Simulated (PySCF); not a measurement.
Relaxation of singlet GaBr₂⁺

Computed with PBE0 in PySCF with Ga def2-TZVP, Br def2-TZVP; no relativity; density-fitted integrals. A (50,194) grid was used.

A hand-made linear start, of D∞h symmetry, held to at least that symmetry:

Coordinates in bohr (charge 1 multiplicity 1):
```
Ga    0.0000    0.0000    0.0000
Br    0.0000    0.0000    4.4076
Br    0.0000    0.0000   -4.4076
```

Q: What forces act on the atoms at the start (eV/Å)?

A: 
```tsv
atom	Fx	Fy	Fz
Ga1	0.00	0.00	0.00
Br2	0.00	0.00	-2.17
Br3	0.00	0.00	2.17
```

Q: What does it relax to?

A: It ends at D∞h with Ga–Br 2.168 Å (×2); Br–Ga–Br 180.0°. A frequency run shows a minimum. Other isomers or separated fragments may lie lower.

Q: How much energy is released, and in how many steps?

A: 39.2 kJ/mol in 4 steps.

The relaxation took 14 s on 4 threads of a shared Arm Neoverse V2 host, with 144 basis functions and 5 gradients; the process peaked at 0.68 GiB.
